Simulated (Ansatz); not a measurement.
Program: Ansatz. Geometries: PBE0-D4/def2-TZVP. ΔE: electronic, gas phase. CCSD(T)/CBS adds triple-zeta CCSD(T) − MP2 to the extrapolated MP2 energy (def2 sets, frozen cores). This one scheme is used for every species. DFT in def2-TZVPP. No spin–orbit coupling; open shells (•) take unrestricted orbitals. For Se outer-core shells are correlated without core-valence functions, which leaves a few kJ/mol of doubt a bond. Scalar relativity is left out up to krypton. One conformer a species, not always the lowest.

`[CH3][Al]([CH3])[SeH]` → `[CH3][Al][SeH]`• + `[CH3]`•  (homolysis of the Al–C bond)

Question: What is ΔE at CCSD(T)/CBS? (Best estimate.)

Answer: Ansatz gave: +358.4 kJ/mol.

Question: What do these levels give: PBE0-D4, CAM-B3LYP-D4, ωB97M-V, r2SCAN, r2SCANh, LC-ωPBE, HF/def2-SVP, MP2/def2-SVP, HF/def2-TZVPP, SCS-MP2/def2-TZVPP, CCSD(T)/def2-TZVPP, HF/def2-QZVPP? (Best estimate.)

Answer: Ansatz gave: PBE0-D4 340.8, CAM-B3LYP-D4 345.5, ωB97M-V 364.9, r2SCAN 326.0, r2SCANh 325.5, LC-ωPBE 341.7, HF/def2-SVP 247.8, MP2/def2-SVP 346.7, HF/def2-TZVPP 241.6, SCS-MP2/def2-TZVPP 356.1, CCSD(T)/def2-TZVPP 348.8, HF/def2-QZVPP 241.5 kJ/mol.

Largest T1 diagnostic among the species: 0.012.

At CCSD(T), def2-SVP lies −21.7 kJ/mol from the extrapolated value and def2-TZVPP −9.5 kJ/mol: correlation converges slowly with the basis, and small sets miss more of it in the bonded molecule than in its fragments. Leaving LDA and LC-ωPBE aside and taking each functional with its dispersion term where it has one, the values, not all of them listed here, spread over 38.0 kJ/mol, from r2SCAN0-D4 to ωB97M-V. LDA lies +59.5 kJ/mol from PBE without D4, its usual overbinding. From BLYP to BHLYP (50 % exact exchange), in def2-TZVPP and without D4, ΔE moves by +7.4 kJ/mol.
